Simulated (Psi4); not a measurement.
Psi4 was given this input:
```
memory 2 GB

molecule {
0 1
  Ge    0.03708706   -0.04229772    0.71659349
  Cl    1.00471861    1.32222639   -0.65255028
  Cl   -1.07452955   -1.24260715   -0.69633159
}

set basis def2-svpd

energy('b3lyp')
print_variables()
```

Problem. Estimate the nuclear repulsion energy that B3LYP/def2-SVPD (Psi4 1.11) returns for this input.

Solution. 312.6576 Eh

Problem. Estimate the total energy that B3LYP/def2-SVPD returns for this input.

Solution. -2997.0288 Eh

Problem. Estimate the dipole moment that B3LYP/def2-SVPD returns for this input.

Solution. 1.95 D

Problem. Give the number of basis functions at the level B3LYP/def2-SVPD.

Solution. 92
